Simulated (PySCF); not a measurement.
A ladder of Hamiltonians for K¹⁷⁺ (potassium, charge +17)

Occupied: 1s1/2. Hartree-Fock calculated with PySCF 2.14 in an even-tempered Gaussian basis (19 s from 1.2 bohr⁻², ratio 2.3; 12 p from 1.4 bohr⁻², ratio 2.3), Gaussian nucleus throughout. NR is non-relativistic, sf-X2C the spin-free one-electron X2C Hamiltonian, X2C adds the bare one-electron spin-orbit term, X2C-SNSO screens it by Boettger's factors, DC is four-component Dirac-Coulomb, and the Gaunt and Breit terms are added at first order (total energies over the DC spinors, levels after relaxing the spinors in that mean field). QED terms are absent. Levels marked empty are virtual spinors of this ion.

| Hamiltonian | E (hartree) | E − E(DC) (hartree) | CPU seconds |
| --- | --- | --- | --- |
| NR | -349.2353 | 1.6684 | 0.27 |
| sf-X2C | -350.8604 | 0.0433 | 0.15 |
| X2C | -350.8604 | 0.0433 | 0.15 |
| X2C-SNSO | -350.8604 | 0.0433 | 0.15 |
| DC | -350.9036 | 0.0000 | 2.5 |
| DC+Gaunt | -350.8163 | 0.0873 | 4.4 |
| DC+Breit | -350.8163 | 0.0873 | 36 |

**Question.** Give the 2p spin-orbit interval with each Hamiltonian that has one.

**Answer.** X2C 4.630; X2C-SNSO 4.385; DC 4.227; DC+Gaunt 4.014; DC+Breit 4.014 (eV).

```json
{"level (eV)": "1s1/2", "NR": "-4593.0", "sf-X2C": "-4613.5", "X2C": "-4613.5", "X2C-SNSO": "-4613.5", "DC": "-4614.6", "DC+Gaunt": "-4612.3", "DC+Breit": "-4612.3"}
{"level (eV)": "2s1/2 (empty)", "NR": "-1028.9", "sf-X2C": "-1034.6", "X2C": "-1034.6", "X2C-SNSO": "-1034.6", "DC": "-1034.7", "DC+Gaunt": "-1034.5", "DC+Breit": "-1034.5"}
{"level (eV)": "2p1/2 (empty)", "NR": "-995.56", "sf-X2C": "-997.81", "X2C": "-1000.9", "X2C-SNSO": "-1000.8", "DC": "-1000.7", "DC+Gaunt": "-1000.2", "DC+Breit": "-1000.3"}
{"level (eV)": "2p3/2 (empty)", "NR": "-995.56", "sf-X2C": "-997.81", "X2C": "-996.29", "X2C-SNSO": "-996.37", "DC": "-996.45", "DC+Gaunt": "-996.20", "DC+Breit": "-996.28"}
{"level (eV)": "3s1/2 (empty)", "NR": "-449.68", "sf-X2C": "-451.64", "X2C": "-451.64", "X2C-SNSO": "-451.64", "DC": "-451.67", "DC+Gaunt": "-451.61", "DC+Breit": "-451.61"}
```

Weight of the small component: 1s1/2 0.00467, 2s1/2 0.00102, 2p1/2 0.00101, 2p3/2 0.00100, 3s1/2 0.000445.

Koopmans' value for the highest occupied level at DC+Breit: 4612.3 eV, against an ionisation energy of 4610.8 eV (theoretical estimate listed by NIST; NIST Atomic Spectra Database, ionization energies); the former lacks relaxation, correlation, QED and recoil.

The whole ladder took 45 s of wall time on 1 thread of Neoverse-V1 (shared host), launched as `OMP_NUM_THREADS=1 python relrun2.py TASK.json OUT` (a driver that calls PySCF for each Hamiltonian).
